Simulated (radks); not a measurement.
Values are calculated unless marked as measured or tabulated.
Species: neutral lead. Configuration: [Hg] 6p2. Level of theory: Dirac Kohn-Sham, PBE, spin-unpolarised, spherical densities, finite nucleus; open shells fill j = l - 1/2 first; Fermi nuclear charge, rms radius 5.5012 fm (a radial shooting solver on a logarithmic mesh with Libxc functionals).

Unscreened Slater integrals over Kohn-Sham orbitals (cm^-1). Large and small components are both included. Empty in this configuration: 6p3/2.

| integral | value |
|---|---|
| F0(6p1/2,6p1/2) | 64422 |
| F0(6p1/2,6s1/2) | 72471 |
| G1(6p1/2,6s1/2) | 45605 |
| F0(6p1/2,5d5/2) | 81241 |
| G3(6p1/2,5d5/2) | 9530.1 |
| F0(6p1/2,5d3/2) | 81599 |
| G1(6p1/2,5d3/2) | 10949 |
| F0(6p1/2,6p3/2) | 58868 |
| G2(6p1/2,6p3/2) | 29415 |
| F0(6s1/2,6s1/2) | 84838 |
| F0(6s1/2,5d5/2) | 101410 |
| G2(6s1/2,5d5/2) | 22067 |
| F0(6s1/2,5d3/2) | 102120 |
| G2(6s1/2,5d3/2) | 20016 |
| F0(6s1/2,6p3/2) | 64661 |
| G1(6s1/2,6p3/2) | 34082 |
| F0(5d5/2,5d5/2) | 149330 |
| F2(5d5/2,5d5/2) | 77408 |
| F4(5d5/2,5d5/2) | 51440 |
| F0(5d5/2,5d3/2) | 152110 |
| F2(5d5/2,5d3/2) | 78858 |
| G2(5d5/2,5d3/2) | 78722 |
| G4(5d5/2,5d3/2) | 52369 |
| F0(5d5/2,6p3/2) | 70281 |
| F2(5d5/2,6p3/2) | 18302 |
| G1(5d5/2,6p3/2) | 6890.4 |
| G3(5d5/2,6p3/2) | 5601.3 |
| F0(5d3/2,5d3/2) | 155070 |
| F2(5d3/2,5d3/2) | 80563 |
| F0(5d3/2,6p3/2) | 70511 |
| F2(5d3/2,6p3/2) | 17529 |
| G1(5d3/2,6p3/2) | 5923.2 |
| G3(5d3/2,6p3/2) | 4985.0 |
| F0(6p3/2,6p3/2) | 54617 |
| F2(6p3/2,6p3/2) | 28190 |
